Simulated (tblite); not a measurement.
Compound: C5H9N3OSi.
Cartesian coordinates in Å at the GFN2-xTB level; atoms count from 1:
```
atom  x, y, z in Å
C1    -1.9178    0.2019    2.0092
C2    -1.2349   -0.5996    0.9621
N3    -1.4536   -1.8864    0.8656
C4    -0.7835   -2.5476   -0.0879
N5     0.0740   -2.0245   -0.9216
N6     0.2967   -0.7333   -0.8587
C7    -0.3201    0.0065    0.0446
O8    -0.0819    1.2966    0.1040
C9     0.8166    1.8130   -0.8851
Si10   2.2742    0.6402   -1.3288
H11   -2.6116   -0.4271    2.5590
H12   -2.4459    1.0364    1.5501
H13   -1.1770    0.6200    2.6901
H14   -0.9677   -3.6086   -0.1676
H15    0.2327    2.0350   -1.7820
H16    1.1579    2.7582   -0.4676
H17    3.3728    1.6074   -1.5501
H18    2.6938   -0.1245   -0.1558
H19    2.0656   -0.0543   -2.5868
```

Level: GFN2-xTB in tblite, geometry and Hessian alike; calculated harmonic values, unscaled, isolated species. The method is semi-empirical: single wavenumbers can be off by several per cent or more. Modes of hydrogen on silicon can be 10 to 20 % off. One conformer, not necessarily the lowest.

Harmonic wavenumbers (cm⁻¹): 45.3, 87.5, 102.9, 115.9, 154.9, 209.8, 271.9, 316.5, 334.4, 428.8, 484.2, 525.2, 548.8, 559.1, 599.4, 622.1, 681.6, 722.1, 741.0, 758.6, 831.6, 862.6, 873.7, 898.7, 906.5, 994.3, 1012.2, 1027.4, 1139.2, 1195.1, 1205.6, 1236.9, 1271.1, 1272.1, 1364.8, 1386.7, 1434.2, 1439.4, 1443.1, 1466.6, 1502.0, 1555.3, 2125.2, 2262.4, 2355.6, 2941.1, 3007.8, 3012.3, 3024.2, 3063.5, 3089.0.

A = 2030, B = 943.3, C = 674.8 MHz; mass 155.051 u (most abundant isotopes); point group C1, symmetry number 1.

Task: What is the zero-point energy?

Result: Half the sum of the wavenumbers: 29755 cm⁻¹ = 85.07 kcal/mol.

Task: What is S at 350 K and 1 bar for an ideal gas of classical rigid rotors and harmonic oscillators?

Result: Translation 41.85, rotation 30.38, vibration 36.53: S = 108.8 cal/(mol K).

Task: And Cp and H(350 K) − H(0)?

Result: Cp = 47.15 cal/(mol K), of which vibrations give 39.20 (their classical limit is 51 R = 101.3); H(350 K) − H(0) = 9.58 kcal/mol without the zero-point energy, 6.80 from vibrations.

Task: How do the functions run with temperature in this model?

Result: 
```csv
T (K),S (cal/(mol K)),Cp (cal/(mol K)),H − H(0) (kcal/mol),G − H(0) (kcal/mol),ln q(vib)
150,79.8,24.4,2.41,-9.55,3.09
250,94.9,35.9,5.42,-18.30,5.84
298.15,101.7,41.4,7.28,-23.03,7.17
400,115.4,52.2,12.06,-34.09,10.01
600,139.8,68.2,24.22,-59.67,15.54
900,170.5,82.8,47.07,-106.38,23.36
```

q(vib) and H(0) count from the zero-point level.

Task: Which modes carry the vibrational entropy at 350 K?

Result: 45.3 cm⁻¹: 5.33; 87.5 cm⁻¹: 4.03; 102.9 cm⁻¹: 3.71; 115.9 cm⁻¹: 3.48; 154.9 cm⁻¹: 2.92; 209.8 cm⁻¹: 2.34 cal/(mol K); the other 45 give 14.72 together.

Task: What must be added to the electronic energy to get the Gibbs energy at 350 K and 1 bar?

Result: ZPE + [H(350 K) − H(0)] − T·S = 85.07 + 9.58 − 38.06 = 56.59 kcal/mol.

Task: Blend soft modes into free rotors: weight 1/[1 + (100 cm⁻¹/ν̃)⁴] for the oscillator and the rest for a rotor with moment μB/(μ + B), μ = h/(8π²ν), B = 10⁻⁴⁴ kg m². What vibrational entropy results?

Result: 33.91 cal/(mol K) in place of 36.53, which changes −T·S at 350 K by +0.92 kcal/mol.

Hindered rotation and anharmonicity are outside this model. Other conformers, if any are populated, would add a mixing term that is left out. The structure is chiral; the term R ln 2 for an equal mix with its mirror image is left out.
